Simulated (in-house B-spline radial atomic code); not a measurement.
The numbers below are computed, except where a source is named.
Correlation energy from the adiabatic connection: −Z exp(−kr)/r, Z = 1.58, k = 0.277

Two electrons in a singlet, external potential −Z exp(−kr)/r, Z = 1.58, k = 0.277 (atomic units). Full CI in B-splines (partial waves to l = 8, correlation up to 0.6 % small) with the density held fixed gives W(λ) = <V_ee>_λ − U, and E_c is the integral of W(λ) − W(0) from 0 to 1.

```
   λ  W(λ) − W(0) (hartree)
   0                0.00000
0.02               -0.00205
0.05               -0.00507
0.12               -0.01189
0.25               -0.02375
 0.4               -0.03627
 0.6               -0.05128
 0.8               -0.06464
   1               -0.07658
```

(1) Integrate the table by the trapezoid rule.

(2) Now use only three numbers: W(0) = -0.71557, the initial slope W'(0) = -0.1031 (extrapolated from the first points) and the strong-coupling limit of the point-charge-plus-continuum model, W∞ = -1.0296. What do second-order theory and the interpolation W(λ) = W∞ + (W(0) − W∞)/√(1 + 2χλ) of Seidl, Perdew and Levy give?

Results:

(1) The strips give -0.00002, -0.00011, -0.00059, -0.00232, -0.00450, -0.00875, -0.01159, -0.01412, which sum to -0.04201 hartree. The direct value, W(1) − W(0) + T_c with T_c = 0.03447, is -0.04211; the curve is convex, so chords lie above it and the trapezoids fall short in size by 0.25 %.

(2) Second order keeps the slope alone: E_c = W'(0)/2 = -0.05155, +22 % in size against -0.04211. Matching the slope fixes χ = W'(0)/(W∞ − W(0)) = -0.1031/(-0.31403) = 0.32831. Integrating, with s = √(1 + 2χ) = 1.287100, E_c = −(W(0) − W∞)(s − 1)/(s + 1) = −0.31403 × 0.287100/2.287100 = -0.03942 hartree, -6.4 % in size against the full result. At λ = 1 the formula gives W − W(0) = -0.07005 against -0.07658. Part of the miss can come from the model's W∞.
